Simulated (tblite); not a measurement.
Species: C₈H₇O (doublet state).
SMILES with atom numbers: `[CH2:1][C:2](=[O:3])[C:4]1=[CH:5][CH:6]=[CH:7][C:8]1=[CH2:9]` (hydrogens: H10, H11 on C1; H12 on C5; H13 on C6; H14 on C7; H15, H16 on C9)
Bond orders are those of one Lewis drawing.

Computed with GFN2-xTB (tblite), gas phase: L-BFGS steps from a force-field or distance-geometry start until the largest atomic force falls under 0.01 eV/Å.

The end geometry, which sets the zero of energy:
```
atom  x, y, z in Å
C1      2.6415   -0.6670    0.1848
C2      1.6324    0.3237    0.2777
O3      1.9138    1.5164    0.4721
C4      0.2461   -0.1294    0.0930
C5     -0.2466   -1.4027    0.1192
C6     -1.6709   -1.3743   -0.0788
C7     -2.0701   -0.0915   -0.2313
C8     -0.8995    0.7693   -0.1292
C9     -0.8744    2.1023   -0.2239
H10     2.4283   -1.6930   -0.0460
H11     3.6700   -0.3637    0.2765
H12     0.3052   -2.3101    0.2850
H13    -2.2927   -2.2515   -0.0962
H14    -3.0668    0.2700   -0.4020
H15     0.0537    2.6410   -0.1295
H16    -1.7777    2.6695   -0.3829
```

**Question.** These geometries come from the run, each turned onto the end geometry. Order them by energy, lowest first.
A.
```
atom  x, y, z in Å
C1      2.6425   -0.6766    0.1930
C2      1.6389    0.3188    0.2795
O3      1.9264    1.5094    0.4754
C4      0.2538   -0.1293    0.0810
C5     -0.2417   -1.4017    0.1129
C6     -1.6680   -1.3704   -0.0749
C7     -2.0635   -0.0872   -0.2310
C8     -0.8895    0.7714   -0.1379
C9     -0.8839    2.1049   -0.2289
H10     2.4156   -1.6880   -0.0813
H11     3.6721   -0.3884    0.3162
H12     0.3143   -2.3067    0.2801
H13    -2.2891   -2.2491   -0.0797
H14    -3.0592    0.2831   -0.3939
H15     0.0286    2.6714   -0.1434
H16    -1.8048    2.6475   -0.3786
```
B.
```
atom  x, y, z in Å
C1      2.6494   -0.6954    0.1865
C2      1.6439    0.3054    0.2753
O3      1.9414    1.4912    0.4845
C4      0.2537   -0.1232    0.0787
C5     -0.2422   -1.3953    0.1148
C6     -1.6674   -1.3637   -0.0704
C7     -2.0581   -0.0796   -0.2239
C8     -0.8886    0.7827   -0.1350
C9     -0.9051    2.1164   -0.2315
H10     2.4689   -1.7194   -0.0924
H11     3.6767   -0.3978    0.3313
H12     0.3096   -2.3024    0.2868
H13    -2.2935   -2.2380   -0.0862
H14    -3.0511    0.2858   -0.3929
H15    -0.0065    2.7045   -0.1507
H16    -1.8387    2.6377   -0.3864
```
C.
```
atom  x, y, z in Å
C1      2.6911   -0.7063    0.1794
C2      1.6693    0.2958    0.2647
O3      1.9984    1.4766    0.4990
C4      0.2578   -0.1084    0.0856
C5     -0.2512   -1.3773    0.1252
C6     -1.6794   -1.3505   -0.0804
C7     -2.0832   -0.0727   -0.2313
C8     -0.9051    0.7757   -0.1270
C9     -0.9261    2.1054   -0.2353
H10     2.4941   -1.7324   -0.0953
H11     3.7232   -0.3930    0.3478
H12     0.2972   -2.2866    0.2862
H13    -2.3109   -2.2194   -0.0902
H14    -3.0892    0.2725   -0.3941
H15    -0.0360    2.7008   -0.1562
H16    -1.8577    2.6288   -0.3896
```
D.
```
atom  x, y, z in Å
C1      2.6761   -0.7005    0.1787
C2      1.6686    0.2952    0.2731
O3      1.9775    1.4769    0.4921
C4      0.2594   -0.1176    0.0839
C5     -0.2488   -1.3848    0.1180
C6     -1.6748   -1.3585   -0.0729
C7     -2.0726   -0.0774   -0.2270
C8     -0.8966    0.7857   -0.1322
C9     -0.9214    2.1172   -0.2333
H10     2.4937   -1.7183   -0.0909
H11     3.6930   -0.4020    0.3406
H12     0.2999   -2.2909    0.2872
H13    -2.3063   -2.2280   -0.0903
H14    -3.0751    0.2772   -0.3942
H15    -0.0228    2.7027   -0.1542
H16    -1.8574    2.6321   -0.3899
```
E.
```
atom  x, y, z in Å
C1      2.6458   -0.6892    0.1927
C2      1.6438    0.3101    0.2740
O3      1.9257    1.5004    0.4796
C4      0.2566   -0.1282    0.0795
C5     -0.2396   -1.3987    0.1165
C6     -1.6648   -1.3674   -0.0746
C7     -2.0621   -0.0844   -0.2284
C8     -0.8879    0.7742   -0.1347
C9     -0.8920    2.1074   -0.2310
H10     2.4363   -1.7027   -0.0884
H11     3.6689   -0.3902    0.3235
H12     0.3144   -2.3044    0.2830
H13    -2.2880   -2.2423   -0.0814
H14    -3.0559    0.2899   -0.3933
H15     0.0079    2.6924   -0.1474
H16    -1.8168    2.6420   -0.3811
```

**Answer.** A (0.003 eV), E (0.007 eV), B (0.012 eV), D (0.028 eV), C (0.057 eV).

In the order of the answer:

| step | E above end (eV) | largest force (eV/Å) | rms force component (eV/Å) | rms distance from end (Å) | rms bond change (Å) | bond most changed (Å) |
| --- | --- | --- | --- | --- | --- | --- |
| 15 | 0.003 | 0.06 | 0.023 | 0.023 | 0.001 | C4–C8 -0.001 |
| 12 | 0.007 | 0.10 | 0.033 | 0.031 | 0.001 | C2–C4 -0.002 |
| 8 | 0.012 | 0.17 | 0.044 | 0.042 | 0.002 | C1–C2 +0.004 |
| 4 | 0.028 | 0.23 | 0.074 | 0.054 | 0.004 | C2–C4 +0.010 |
| 1 | 0.057 | 0.55 | 0.169 | 0.062 | 0.007 | C1–C2 +0.017 |

What follows is the cost of the whole relaxation. Hardware: one thread, Arm Neoverse V1 (aarch64), on a shared host. Cost: 0.25 s of wall time.
